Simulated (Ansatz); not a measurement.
Isolated molecules relaxed with PBE0-D4/def2-TZVP in Ansatz; ΔE leaves out vibrations. CCSD(T)/CBS is the MP2 limit (def2-TZVPP, def2-QZVPP) plus CCSD(T) − MP2 in def2-TZVPP, frozen cores. This one scheme is used for every species. Double bonds are as drawn, so ΔE can hold a change between cis and trans. DFT in def2-TZVPP. B3LYP here is the variant with VWN-RPA as its local correlation; programs differ in this. Each species was taken in one conformer, which may not be the lowest.

Reaction (redistribution): `NC[SiH2]S[SiH3]` + `B/C=C(/O)F` → `F[SiH2]S[SiH3]` + `B/C=C(\O)CN`

| level | ΔE (kJ/mol) | difference from CCSD(T)/CBS |
| --- | --- | --- |
| PBE-D4 | -139.7 | 29.1 |
| r2SCAN-D4 | -150.5 | 18.3 |
| PBE0-D4 | -145.8 | 23.0 |
| B3LYP-D4 | -155.9 | 12.9 |
| ωB97X-V | -154.3 | 14.5 |
| ωB97M-V | -154.7 | 14.1 |
| B2PLYP | -164.3 | 4.5 |
| PBE | -141.5 | 27.3 |
| r2SCAN | -151.1 | 17.7 |
| PBE0 | -147.6 | 21.2 |
| B3LYP | -158.8 | 10.0 |
| HF/def2-TZVPP | -172.5 | -3.7 |
| MP2/def2-TZVPP | -170.6 | -1.8 |
| SCS-MP2/def2-TZVPP | -171.5 | -2.7 |
| CCSD/def2-TZVPP | -166.7 | 2.1 |
| CCSD(T)/def2-TZVPP | -164.4 | 4.4 |
| HF/def2-QZVPP | -174.9 | -6.1 |
| MP2/def2-QZVPP | -174.0 | -5.2 |
| SCS-MP2/def2-QZVPP | -175.0 | -6.2 |
| HF/CBS(def2) | -175.2 | -6.4 |
| MP2/CBS(def2) | -175.0 | -6.2 |
| CCSD/CBS(def2) | -171.1 | -2.3 |
| CCSD(T)/CBS | -168.8 | 0 |

Largest T1 diagnostic among the species: 0.013.

From PBE to PBE0 (25 % exact exchange), in def2-TZVPP and without D4, ΔE moves by −6.1 kJ/mol.
